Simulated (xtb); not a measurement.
trifluoromethane (CHF3), singlet, from a rough starting geometry; GFN2-xTB (xtb 6.7.1).

The xtb input:
```
$ xtb mol.xyz --gfn 2 --opt vtight --json

# file mol.xyz
5

C      0.01922075     0.01964707     0.07159773
H     -0.01315724    -0.00296296     1.13487311
F      0.00549199     1.22055365    -0.42641748
F      1.05978653    -0.68705775    -0.44823740
F     -1.08046482    -0.60840718    -0.41964540
```

**Question.** Predict the main parts of the log of this xtb run.

**Answer.** 
```
   ID    Z sym.   atoms
    1    6 C      1
    2    1 H      2
    3    9 F      3-5

           -------------------------------------------------
          |                Calculation Setup                |
           -------------------------------------------------

           -------------------------------------------------
          |                 G F N 2 - x T B                 |
           -------------------------------------------------

          ...................................................
          :                      SETUP                      :
          :.................................................:
          :  # basis functions                  17          :
          :  # atomic orbitals                  17          :
          :  # shells                            9          :
          :  # electrons                        26          :
          :  max. iterations                   250          :
          :  Hamiltonian                  GFN2-xTB          :
          :  restarted?                      false          :
          :  GBSA solvation                  false          :
          :  PC potential                    false          :
          :  electronic temp.          300.0000000     K    :
          :  accuracy                    1.0000000          :
          :  -> integral cutoff          0.2500000E+02      :
          :  -> integral neglect         0.1000000E-07      :
          :  -> SCF convergence          0.1000000E-05 Eh   :
          :  -> wf. convergence          0.1000000E-03 e    :
          :  Broyden damping             0.4000000          :
          :  net charge                          0          :
          :  unpaired electrons                  0          :
          ...................................................

 iter      E             dE          RMSdq      gap      omega  full diag
   1    -16.8475461 -0.168475E+02  0.580E+00   15.01       0.0  T
   2    -16.8948875 -0.473415E-01  0.288E+00   13.92       1.0  T
   3    -16.8959632 -0.107569E-02  0.145E+00   14.17       1.0  T
   4    -16.8962196 -0.256415E-03  0.140E-01   14.17       1.0  T
   5    -16.8962234 -0.373649E-05  0.252E-02   14.17       1.8  T
   6    -16.8962234 -0.556387E-07  0.941E-03   14.17       4.8  T
   7    -16.8962235 -0.400192E-07  0.920E-04   14.17      48.6  T
   8    -16.8962235 -0.749079E-09  0.110E-04   14.17     407.1  T

   *** convergence criteria satisfied after 8 iterations ***

[...]
         :: total energy             -16.842892220774 Eh    ::
 * total energy  :   -16.8428922 Eh     change       -0.4536815E-11 Eh
 * total energy  :   -16.8453990 Eh     change       -0.2506809E-02 Eh
 * total energy  :   -16.8461695 Eh     change       -0.7704726E-03 Eh
 * total energy  :   -16.8462231 Eh     change       -0.5356429E-04 Eh
 * total energy  :   -16.8462449 Eh     change       -0.2183212E-04 Eh
 * total energy  :   -16.8462464 Eh     change       -0.1516541E-05 Eh
 * total energy  :   -16.8462465 Eh     change       -0.1052597E-06 Eh
 * total energy  :   -16.8462465 Eh     change       -0.5012627E-08 Eh
   *** GEOMETRY OPTIMIZATION CONVERGED AFTER 8 ITERATIONS ***
         :: total energy             -16.846246525321 Eh    ::
[...]
        16                          0.0711272               1.9355
        17                          0.1196600               3.2561
      -------------------------------------------------------------
                  HL-Gap            0.5894900 Eh           16.0408 eV
             Fermi-level           -0.2299919 Eh           -6.2584 eV

     #   Z          covCN         q      C6AA      α(0)
     1   6 C        3.275     0.468    18.276     6.886
     2   1 H        0.923     0.085     1.929     2.172
     3   9 F        0.789    -0.184    11.074     3.931
     4   9 F        0.789    -0.184    11.074     3.931
     5   9 F        0.789    -0.184    11.074     3.931

 Mol. C6AA /au·bohr⁶  :        240.696948
 Mol. C8AA /au·bohr⁸  :       4694.551324
 Mol. α(0) /au        :         20.851238

Wiberg/Mayer (AO) data.
largest (>0.10) Wiberg bond orders for each atom

 ---------------------------------------------------------------------------
     #   Z sym  total        # sym  WBO       # sym  WBO       # sym  WBO
 ---------------------------------------------------------------------------
     1   6 C    3.846 --     5 F    0.972     3 F    0.972     4 F    0.972
                             2 H    0.928
     2   1 H    0.993 --     1 C    0.928
     3   9 F    1.090 --     1 C    0.972
     4   9 F    1.090 --     1 C    0.972
     5   9 F    1.090 --     1 C    0.972
 ---------------------------------------------------------------------------

Topologies differ in total number of bonds
Writing topology from bond orders to xtbtopo.mol

molecular dipole:
                 x           y           z       tot (Debye)
 q only:        0.004       0.003       0.663
   full:        0.005       0.004       0.837       2.127
molecular quadrupole (traceless):
                xx          xy          yy          xz          yz          zz
 q only:       -0.785      -0.000      -0.786       0.010      -0.011       1.571
  q+dip:       -1.757      -0.000      -1.758       0.025      -0.004       3.515
   full:       -1.459      -0.000      -1.460       0.020      -0.008       2.919

optimized geometry written to: xtbopt.xyz

           -------------------------------------------------
          | TOTAL ENERGY              -16.846246525321 Eh   |
          | GRADIENT NORM               0.000020838267 Eh/α |
          | HOMO-LUMO GAP              16.040840319735 eV   |
           -------------------------------------------------

normal termination of xtb
```
